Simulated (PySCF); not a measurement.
A made-up structure of CH3InO, singlet:

O1  (-0.645, -1.966, 1.072)
C2  (-0.288, -1.307, -0.046)
In3  (0.257, 1.141, 0.010)
H4  (-0.231, -1.942, -1.125)
H5  (0.761, 2.045, -1.629)
H6  (0.146, 2.029, 1.719)
(Å)

It is relaxed with PBE-D4/def2-SVP and then PBE0-D4/def2-TZVP (PySCF 2.14 with density fitting (its default auxiliary sets; JK sets also for MP2 and CCSD(T))). Atoms count as bonded within 1.22 times the sum of their covalent radii (H–H: 0.88 Å). The end point is not checked to be a true minimum.

(1) Does its bonding change? (A judgement: the text doesn't fix the answer.)

Results:

(1) By the calculation: No: no bond forms or breaks.

Where it ends: The first stage lowers the energy by 1.18 eV in 11 steps. It ends as CH₃InO ([O][CH][InH2]):
```xyz
6
angstrom
O -0.5727 -1.7575 0.9460
C -0.2528 -1.1646 -0.0487
In 0.2303 1.0211 0.0117
H -0.1999 -1.7272 -1.0155
H 0.6808 1.8350 -1.4476
H 0.1281 1.8059 1.5413
```

Labels in which every atom is bracketed show which atoms are joined, not bond orders.

For scale, one of the runs: PBE0-D4/def2-TZVP relaxation, 130 basis functions, launched by `OMP_NUM_THREADS=2 python run.py`. The run took 43 s on 2 CPU threads of an Intel Xeon (shared host), with 1.3 GiB of host memory at its peak.
